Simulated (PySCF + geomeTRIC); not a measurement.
Level of theory: r2SCAN-D4/def2-TZVP (PySCF + geomeTRIC). fastk is a local helper that only speeds up exchange builds. No frequencies were computed at this level.

```python
import json, numpy as np
from pyscf import gto, dft
from fastk import lowrank_exchange
atoms = """
O      1.077016    -0.512856    -0.239625
C     -0.135763     0.156246     0.056142
B     -1.489808    -0.258157    -0.692260
B     -1.377198    -0.652600     0.662125
H      1.830873     0.074667    -0.126497
H      0.094881     1.192699     0.340114
"""
def scf(charge, spin, dm0=None):
    mol = gto.M(atom=atoms, basis='def2-tzvp', ecp={}, charge=charge, spin=spin, verbose=3, max_memory=3780)
    mf = dft.KS(mol, xc='r2scan').density_fit(auxbasis="def2-universal-jkfit")
    mf.disp = 'd4'
    mf.grids.level = 4
    mf.conv_tol = 1e-8
    mf.max_cycle = 60
    mf.kernel(dm0)
    if not mf.converged:
        mf = mf.newton().run(mf.mo_coeff, mf.mo_occ).undo_soscf()
    return mf
mf = scf(0, 0)
from pyscf.geomopt.geometric_solver import kernel as optimize
path = []
done, mol = optimize(mf, maxsteps=80, assert_convergence=False, callback=lambda env: path.append((env["energy"], bool(env["g_scanner"].converged))))
res = dict(converged=bool(done and path[-1][1]), energy=path[-1][0], path=[e for e, c in path], xyz=mol.atom_coords(unit="Angstrom").tolist(), nao=mol.nao)
json.dump(res, open("result.json", "w"))
```

Output:

```
converged SCF energy = -163.922451924417
Geometry optimization cycle 1
converged SCF energy = -163.922451924312
cycle 1: E = -163.922451924  dE = -163.922  norm(grad) = 0.0625886
Geometry optimization cycle 2
converged SCF energy = -163.925424822919
cycle 2: E = -163.925424823  dE = -0.0029729  norm(grad) = 0.0207669
Geometry optimization cycle 3
converged SCF energy = -163.925944090141
cycle 3: E = -163.92594409  dE = -0.000519267  norm(grad) = 0.00741755
Geometry optimization cycle 4
converged SCF energy = -163.926076692365
cycle 4: E = -163.926076692  dE = -0.000132602  norm(grad) = 0.0043581
Geometry optimization cycle 5
converged SCF energy = -163.926111470949
cycle 5: E = -163.926111471  dE = -3.47786e-05  norm(grad) = 0.00174708
Geometry optimization cycle 6
converged SCF energy = -163.926118152207
cycle 6: E = -163.926118152  dE = -6.68126e-06  norm(grad) = 0.00142441
Geometry optimization cycle 7
converged SCF energy = -163.926281679727
cycle 7: E = -163.92628168  dE = -0.000163528  norm(grad) = 0.0196967
Geometry optimization cycle 8
converged SCF energy = -163.927506475112
cycle 8: E = -163.927506475  dE = -0.0012248  norm(grad) = 0.0175453
Geometry optimization cycle 9
SCF not converged.
cycle 9: E = -163.928482425  dE = -0.00097595  norm(grad) = 0.0620997
Geometry optimization cycle 10
converged SCF energy = -163.933000184533
cycle 10: E = -163.933000185  dE = -0.00451776  norm(grad) = 0.0291118
Geometry optimization cycle 11
converged SCF energy = -163.936493220798
cycle 11: E = -163.936493221  dE = -0.00349304  norm(grad) = 0.0251672
Geometry optimization cycle 12
converged SCF energy = -163.939133777316
cycle 12: E = -163.939133777  dE = -0.00264056  norm(grad) = 0.0201356
Geometry optimization cycle 13
converged SCF energy = -163.939676314924
cycle 13: E = -163.939676315  dE = -0.000542538  norm(grad) = 0.00852181
Geometry optimization cycle 14
converged SCF energy = -163.939844066536
cycle 14: E = -163.939844067  dE = -0.000167752  norm(grad) = 0.0025039
Geometry optimization cycle 15
converged SCF energy = -163.939898918204
cycle 15: E = -163.939898918  dE = -5.48517e-05  norm(grad) = 0.00311722
Geometry optimization cycle 16
converged SCF energy = -163.939911638711
cycle 16: E = -163.939911639  dE = -1.27205e-05  norm(grad) = 0.00308682
Geometry optimization cycle 17
converged SCF energy = -163.939914224108
cycle 17: E = -163.939914224  dE = -2.5854e-06  norm(grad) = 0.00318544
Geometry optimization cycle 18
converged SCF energy = -163.93993694976
cycle 18: E = -163.93993695  dE = -2.27257e-05  norm(grad) = 0.00296285
Geometry optimization cycle 19
converged SCF energy = -163.939975263851
cycle 19: E = -163.939975264  dE = -3.83141e-05  norm(grad) = 0.00260486
Geometry optimization cycle 20
converged SCF energy = -163.939991670853
cycle 20: E = -163.939991671  dE = -1.6407e-05  norm(grad) = 0.00217117
Geometry optimization cycle 21
converged SCF energy = -163.939992531966
cycle 21: E = -163.939992532  dE = -8.61113e-07  norm(grad) = 0.00171342
Geometry optimization cycle 22
converged SCF energy = -163.939992927624
cycle 22: E = -163.939992928  dE = -3.95658e-07  norm(grad) = 0.00114048
Geometry optimization cycle 23
converged SCF energy = -163.93999542233
cycle 23: E = -163.939995422  dE = -2.49471e-06  norm(grad) = 0.000777223
Geometry optimization cycle 24
converged SCF energy = -163.939996690806
cycle 24: E = -163.939996691  dE = -1.26848e-06  norm(grad) = 0.000752813
Geometry optimization cycle 25
converged SCF energy = -163.939997349389
cycle 25: E = -163.939997349  dE = -6.58583e-07  norm(grad) = 0.000636728
<class 'geometric.internal.Distance'> : 6
<class 'geometric.internal.Angle'> : 7
<class 'geometric.internal.OutOfPlane'> : 2
<class 'geometric.internal.Dihedral'> : 7
<class 'geometric.internal.TranslationX'> : 1
<class 'geometric.internal.TranslationY'> : 1
<class 'geometric.internal.TranslationZ'> : 1
<class 'geometric.internal.RotationA'> : 1
<class 'geometric.internal.RotationB'> : 1
<class 'geometric.internal.RotationC'> : 1
Step    0 : Gradient = 2.555e-02/3.695e-02 (rms/max) Energy = -163.9224519243
Step    1 : Displace = 3.472e-02/5.252e-02 (rms/max) Trust = 1.000e-01 (=) Grad = 8.478e-03/1.326e-02 (rms/max) E (change) = -163.9254248229 (-2.973e-03) Quality = 1.206
Step    2 : Displace = 1.441e-02/2.547e-02 (rms/max) Trust = 1.414e-01 (+) Grad = 3.028e-03/6.029e-03 (rms/max) E (change) = -163.9259440901 (-5.193e-04) Quality = 1.164
Step    3 : Displace = 1.764e-02/2.293e-02 (rms/max) Trust = 2.000e-01 (+) Grad = 1.779e-03/2.219e-03 (rms/max) E (change) = -163.9260766924 (-1.326e-04) Quality = 0.677
Step    4 : Displace = 4.799e-03/6.454e-03 (rms/max) Trust = 2.000e-01 (=) Grad = 7.132e-04/1.237e-03 (rms/max) E (change) = -163.9261114709 (-3.478e-05) Quality = 0.973
Step    5 : Displace = 3.678e-03/5.041e-03 (rms/max) Trust = 2.828e-01 (+) Grad = 5.815e-04/8.600e-04 (rms/max) E (change) = -163.9261181522 (-6.681e-06) Quality = 0.569
Step    6 : Displace = 4.658e-02/6.401e-02 (rms/max) Trust = 2.828e-01 (=) Grad = 8.041e-03/1.482e-02 (rms/max) E (change) = -163.9262816797 (-1.635e-04) Quality = 1.323
Step    7 : Displace = 3.767e-02/5.623e-02 (rms/max) Trust = 3.000e-01 (+) Grad = 7.163e-03/1.323e-02 (rms/max) E (change) = -163.9275064751 (-1.225e-03) Quality = 1.511
Step    8 : Displace = 2.050e-01/2.979e-01 (rms/max) Trust = 3.000e-01 (=) Grad = 2.535e-02/3.967e-02 (rms/max) E (change) = -163.9284824249 (-9.759e-04) Quality = 0.268
Step    9 : Displace = 1.049e-01/1.486e-01 (rms/max) Trust = 3.000e-01 (=) Grad = 1.188e-02/1.769e-02 (rms/max) E (change) = -163.9330001845 (-4.518e-03) Quality = 0.801
Step   10 : Displace = 6.869e-02/9.548e-02 (rms/max) Trust = 3.000e-01 (=) Grad = 1.027e-02/1.480e-02 (rms/max) E (change) = -163.9364932208 (-3.493e-03) Quality = 1.630
Step   11 : Displace = 1.155e-01/1.714e-01 (rms/max) Trust = 3.000e-01 (=) Grad = 8.220e-03/1.343e-02 (rms/max) E (change) = -163.9391337773 (-2.641e-03) Quality = 0.865
Step   12 : Displace = 2.024e-02/2.463e-02 (rms/max) Trust = 3.000e-01 (=) Grad = 3.479e-03/5.557e-03 (rms/max) E (change) = -163.9396763149 (-5.425e-04) Quality = 1.219
Step   13 : Displace = 1.678e-02/2.312e-02 (rms/max) Trust = 3.000e-01 (=) Grad = 1.022e-03/1.703e-03 (rms/max) E (change) = -163.9398440665 (-1.678e-04) Quality = 1.080
Step   14 : Displace = 1.882e-02/2.580e-02 (rms/max) Trust = 3.000e-01 (=) Grad = 1.273e-03/1.815e-03 (rms/max) E (change) = -163.9398989182 (-5.485e-05) Quality = 0.788
Step   15 : Displace = 1.401e-02/2.020e-02 (rms/max) Trust = 3.000e-01 (=) Grad = 1.260e-03/2.070e-03 (rms/max) E (change) = -163.9399116387 (-1.272e-05) Quality = 0.366
Step   16 : Displace = 1.244e-02/1.648e-02 (rms/max) Trust = 3.000e-01 (=) Grad = 1.300e-03/2.209e-03 (rms/max) E (change) = -163.9399142241 (-2.585e-06) Quality = 0.092
Step   17 : Displace = 6.464e-03/9.487e-03 (rms/max) Trust = 6.220e-03 (-) Grad = 1.210e-03/2.117e-03 (rms/max) E (change) = -163.9399369498 (-2.273e-05) Quality = 0.529
Step   18 : Displace = 5.807e-03/1.164e-02 (rms/max) Trust = 6.220e-03 (=) Grad = 1.063e-03/2.140e-03 (rms/max) E (change) = -163.9399752639 (-3.831e-05) Quality = 0.579
Step   19 : Displace = 6.161e-03/1.178e-02 (rms/max) Trust = 6.220e-03 (=) Grad = 8.864e-04/1.824e-03 (rms/max) E (change) = -163.9399916709 (-1.641e-05) Quality = 0.299
Step   20 : Displace = 6.347e-03/9.843e-03 (rms/max) Trust = 6.220e-03 (=) Grad = 6.995e-04/1.373e-03 (rms/max) E (change) = -163.9399925320 (-8.611e-07) Quality = 0.022
Step   21 : Displace = 3.318e-03/4.379e-03 (rms/max) Trust = 3.110e-03 (-) Grad = 4.656e-04/7.432e-04 (rms/max) E (change) = -163.9399929276 (-3.957e-07) Quality = 0.017
Step   22 : Displace = 1.444e-03/1.965e-03 (rms/max) Trust = 1.555e-03 (-) Grad = 3.173e-04/5.272e-04 (rms/max) E (change) = -163.9399954223 (-2.495e-06) Quality = 0.167
Step   23 : Displace = 7.693e-04/1.296e-03 (rms/max) Trust = 7.222e-04 (-) Grad = 3.073e-04/4.393e-04 (rms/max) E (change) = -163.9399966908 (-1.268e-06) Quality = 0.195
Step   24 : Displace = 3.723e-04/6.373e-04 (rms/max) Trust = 3.611e-04 (-) Grad = 2.599e-04/4.004e-04 (rms/max) E (change) = -163.9399973494 (-6.586e-07) Quality = 0.214
Converged! =D
```

Cost: roughly 14 core-minutes.
